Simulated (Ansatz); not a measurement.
Gas-phase electronic energies from Ansatz, PBE0-D4/def2-TZVP geometries. CCSD(T)/CBS adds triple-zeta CCSD(T) − MP2 to the extrapolated MP2 energy (def2 sets, frozen cores). Functionals use def2-TZVPP. B3LYP here is the variant with VWN-RPA as its local correlation; programs differ in this. Each species was taken in one conformer, which may not be the lowest.

`[CH3][AlH][SiH2][AlH2]` + `COC=N` → `[CH3][AlH][CH]=N` + `CO[SiH2][AlH2]`  (formal exchange of groups at the Al–Si bond)

| level | ΔE (kcal/mol) |
| --- | --- |
| PBE-D4 | 0.2 |
| B3LYP-D4 | -7.4 |
| r2SCAN | -2.4 |
| PBE0 | -1.5 |
| B3LYP | -7.4 |
| MP2/def2-QZVPP | -9.5 |
| SCS-MP2/def2-QZVPP | -11.3 |
| MP2/CBS(def2) | -9.7 |

Task: What does CCSD(T)/CBS give? (Estimate.)

Result: Ansatz gave: -8.5 kcal/mol. The listed levels differ from it by 8.7, 1.1, 6.1, 7.0, 1.1, -1.0, -2.8, -1.2 kcal/mol.

Largest T1 diagnostic among the species: 0.014.

In def2-TZVPP, CCSD(T) changes the Hartree–Fock value by +4.7 kcal/mol (the triples alone add +1.2 kcal/mol) and MP2 by +3.5 kcal/mol. From PBE to PBE0 (25 % exact exchange), in def2-TZVPP and without D4, ΔE moves by −1.8 kcal/mol.
